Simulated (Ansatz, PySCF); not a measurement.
Gas-phase reaction (SMILES): CO[Si](N)(OC)OC + N (NH3) -> CO[Si](N)(N)OC + CO (CH4O) [methanol]; ammonia cleaves one Si-O bond, a model of a ligand-exchange step.

Structures are relaxed separately at B3LYP-D3(BJ)/def2-TZVP in Ansatz (a program for electronic structure), one conformer each, not searched for the lowest. Correlated levels leave the core frozen unless marked. No spin-orbit coupling. Non-relativistic. CBS marks a two-point X^-3 extrapolation of the correlation energy; Hartree-Fock from the larger set. The bracket is a focal-point correction in the basis named. Thermal terms are rigid-rotor harmonic-oscillator values from B3LYP-D3(BJ) frequencies (Ansatz or PySCF) at 298.15 K and 1 atm. 1 Eh = 627.5095 kcal/mol.

```
species          E, RI-MP2/CBS(cc-pV(T+d)Z,cc-pV(Q+d)Z)+[CCSD(T)-MP2]/cc-pV(D+d)Z (Ansatz) (Eh)  E, PBE/def2-TZVPD (Ansatz) (Eh)  H - E (Eh)
---------------  ------------------------------------------------------------------------------  -------------------------------  ----------
CO[Si](N)(OC)OC                                                                      -690.22305                       -690.56107     0.16809
N (NH3)                                                                               -56.50651                        -56.51037     0.03799
CO[Si](N)(N)OC                                                                       -631.09874                       -631.42463     0.15018
CO (CH4O)                                                                            -115.61353                       -115.63215     0.05533
```

**Question.** Work out ΔE and ΔH at 298.15 K at the first level, then ΔH at the second.

**Answer.** 
1. ΔE = [(-631.09874) + (-115.61353)] - [(-690.22305) + (-56.50651)] = 0.01729 Eh = 10.8 kcal/mol at RI-MP2/CBS(cc-pV(T+d)Z,cc-pV(Q+d)Z)+[CCSD(T)-MP2]/cc-pV(D+d)Z.
2. The terms H - E add up to -0.00057 Eh, so ΔH = (0.01729 + (-0.00057))×627.5095 = 10.5 kcal/mol.
3. At PBE/def2-TZVPD the same steps give ΔE = 9.2 and ΔH = 8.8 kcal/mol, a shift of -1.7 from the first level.
4. These values are not checked against measurement here, since the tables used lack a sound gas-phase enthalpy of formation for at least one species.
